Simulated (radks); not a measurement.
Values are calculated unless marked as measured or tabulated.
All-electron atom: Ce+ in [Xe] 4f1 5d2. Code: a radial shooting solver on a logarithmic mesh with Libxc functionals. Model: scalar-relativistic Kohn-Sham, PBEsol, spin-polarised, spherical densities, finite nucleus; open shells are filled with parallel spins first (spin-orbit coupling, left out, can overturn this in heavy ions); Fermi nuclear charge, rms radius 4.8771 fm.

Unscreened Slater integrals over Kohn-Sham orbitals (eV). They are taken over the spin-up orbitals.

integral     value
F0(5d,5d)   8.8192
F2(5d,5d)   4.5166
F4(5d,5d)   2.9535
F0(5d,4f)   11.245
F2(5d,4f)   3.0535
F4(5d,4f)   1.5604
G1(5d,4f)   1.8165
G3(5d,4f)   1.3447
G5(5d,4f)  0.99557
F0(5d,5p)   10.473
F2(5d,5p)   4.8302
G1(5d,5p)   5.4789
G3(5d,5p)   3.3646
F0(5d,5s)   10.837
G2(5d,5s)   3.3272
F0(4f,4f)   22.919
F2(4f,4f)   10.539
F4(4f,4f)   6.5447
F6(4f,4f)   4.6896
F0(4f,5p)   16.079
F2(4f,5p)   6.0511
G2(4f,5p)   3.6345
G4(4f,5p)   2.7135
F0(4f,5s)   17.951
G3(4f,5s)   4.0033
F0(5p,5p)   13.810
F2(5p,5p)   7.4273
F0(5p,5s)   14.782
G1(5p,5s)   9.8655
F0(5s,5s)   16.052

Derived for the open shells (J is the average intra-shell exchange parameter used in DFT+U). 4f: F4/F2 = 0.621, F6/F2 = 0.445, J = (286 F2 + 195 F4 + 250 F6)/6435 = 0.8489 eV. 5d: Racah B = F2/49 - 5 F4/441 = 0.05869 eV, C = 35 F4/441 = 0.2344 eV, C/B = 3.99, F4/F2 = 0.654, J = (F2 + F4)/14 = 0.5336 eV.
